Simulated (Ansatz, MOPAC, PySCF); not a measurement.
Noncovalent pair: H2 (SMILES [H][H]) (first 2 atoms) with CH2O2 (SMILES O=CO); geometry from B3LYP-D3(BJ)/def2-TZVP, rigid monomers moved along the line of their centres of mass till H2···H7 is 2.94 Å.
(charge 0, multiplicity 1):
```json
[
 {"atom": "H", "x (Å)": "0.0150", "y (Å)": "0.4129", "z (Å)": "-0.4402"},
 {"atom": "H", "x (Å)": "-0.0776", "y (Å)": "-0.1963", "z (Å)": "-0.0196"},
 {"atom": "O", "x (Å)": "-0.1085", "y (Å)": "-1.2255", "z (Å)": "3.5824"},
 {"atom": "C", "x (Å)": "0.1004", "y (Å)": "-0.2191", "z (Å)": "4.1975"},
 {"atom": "O", "x (Å)": "0.2965", "y (Å)": "0.9928", "z (Å)": "3.6551"},
 {"atom": "H", "x (Å)": "0.1604", "y (Å)": "-0.1496", "z (Å)": "5.2911"},
 {"atom": "H", "x (Å)": "0.2377", "y (Å)": "0.8989", "z (Å)": "2.6889"}
]
```

Counterpoise-corrected where a basis set is named; no monomer relaxation. Rows marked so take none.

Frozen-core correlation. CBS(a, b) extrapolates the correlation energy as X⁻³ and adds the Hartree–Fock energy of set b. Rows in 6-31G* carry no dispersion term and start afresh at each structure (6-31G* with six Cartesian d functions). MP2/6-31G* freezes PySCF's default core. The state that PM7 reach isn't checked; PM7 holds dispersion and hydrogen-bond terms.

Programs: Ansatz (a program for electronic structure); MOPAC for PM7 (differences of heats of formation); PySCF for 6-31G* rows. 

```json
[
 {"level": "PM7", "interaction energy (meV)": "-7.4"},
 {"level": "HF/aug-cc-pVDZ", "interaction energy (meV)": "-12.1"},
 {"level": "PBE0/def2-TZVPPD", "interaction energy (meV)": "-18.1"},
 {"level": "MP2/6-31G* (no counterpoise)", "interaction energy (meV)": "-14.6"},
 {"level": "MP2/aug-cc-pVTZ", "interaction energy (meV)": "-19.9"},
 {"level": "SCS-MP2/aug-cc-pVDZ", "interaction energy (meV)": "-15.9"},
 {"level": "SCS-MP2/aug-cc-pVTZ", "interaction energy (meV)": "-17.7"},
 {"level": "CCSD/aug-cc-pVDZ", "interaction energy (meV)": "-17.4"},
 {"level": "CCSD(T)/CBS(aug-cc-pVDZ, aug-cc-pVTZ)", "interaction energy (meV)": "[?]"}
]
```

Task: What belongs in the gaps?

Result: 
- CCSD(T)/CBS(aug-cc-pVDZ, aug-cc-pVTZ), interaction energy (meV): -21.5
